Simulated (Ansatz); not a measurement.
C2H8AlNSi, relaxed with RKS PBE0-D4/def2-TZVP in the Gaussian-basis code of Ansatz from a PBE-D4/def2-SVP geometry. The force threshold is 0.005 eV/Å; the program also tests the step.

The species carries charge 0 and has multiplicity 1. The bonds changed during the relaxation, so this is another structure than the one it started from.

Start:

```xyz
13

Al    1.287    1.002    1.181
C    -0.665    0.661    1.136
N     0.019   -0.016   -0.028
C    -0.202   -1.442   -0.415
Si   -0.405   -0.171   -1.761
H     2.185   -0.018    2.031
H     1.887    2.283    0.424
H    -1.445    1.377    0.814
H    -1.086   -0.102    1.821
H    -1.129   -1.891   -0.007
H     0.683   -2.098   -0.329
H    -1.796    0.226   -2.134
H     0.667    0.190   -2.733
```

How much energy does the relaxation release, and in how many steps? (Best estimate.)

Ansatz gave: 7.29 kJ/mol, in 9 steps, 2 of them rejected.

Which bonds change most? (An estimate is asked.)

Computed: N3–Si5 from 1.790 to 1.744 Å; Al1–N3 from 2.027 to 1.982 Å; C4–Si5 from 1.862 to 1.830 Å; Al1–C2 from 1.982 to 1.957 Å.

Give the relaxed structure. (An estimate is asked.)

The calculation gave: 
```xyz
13

Al    1.264    0.984    1.151
C    -0.665    0.654    1.127
N     0.026   -0.012   -0.033
C    -0.203   -1.435   -0.420
Si   -0.393   -0.162   -1.720
H     2.164   -0.007    2.010
H     1.862    2.258    0.411
H    -1.442    1.343    0.803
H    -1.067   -0.105    1.797
H    -1.113   -1.864   -0.002
H     0.667   -2.078   -0.325
H    -1.759    0.252   -2.101
H     0.659    0.172   -2.698
```
